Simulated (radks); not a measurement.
Values are calculated unless marked as measured or tabulated.
Polarisability of the oxygen ion O5+, [He] 2s1, at imaginary frequency. Code: a radial shooting solver on a logarithmic mesh with Libxc functionals. Model: scalar-relativistic Kohn-Sham, LDA (Slater exchange, VWN5 correlation), spin-unpolarised, spherical densities, finite nucleus; Fermi nuclear charge, rms radius 2.6991 fm; without spin polarisation the odd electron is poorly described. Response by self-consistent Sternheimer equations with the Hartree and adiabatic LDA kernel, the relativistic mass of each level held fixed and spin-orbit coupling left out.

w (hartree)  alpha1(iw) (bohr^3)  alpha2(iw) (bohr^5)
0.00266                   0.8366               0.1967
0.0143                    0.8360               0.1967
0.0360                    0.8326               0.1967
0.0697                    0.8215               0.1966
0.118                     0.7945               0.1964
0.186                     0.7399               0.1960
0.280                     0.6463               0.1950
0.413                     0.5140               0.1931
0.605                     0.3649               0.1891
0.892                     0.2325               0.1809
1.35                      0.1371               0.1642
2.12                     0.07699               0.1322
3.59                     0.03976              0.08217
6.94                     0.01655              0.03199
17.5                    0.004616             0.005984

Static values: alpha1 = 0.8367 bohr^3 (0.1240 angstrom^3; uncoupled 1.111), alpha2 = 0.1967 bohr^5, alpha3 = 0.2415 bohr^7. C6 = 0.2888, C8 = 0.6178, triple-dipole C9 = 0.1738 atomic units. One-pole (London) frequency 4 C6 / (3 alpha1^2) = 0.550 hartree, against 4.609 for minus the highest occupied eigenvalue.
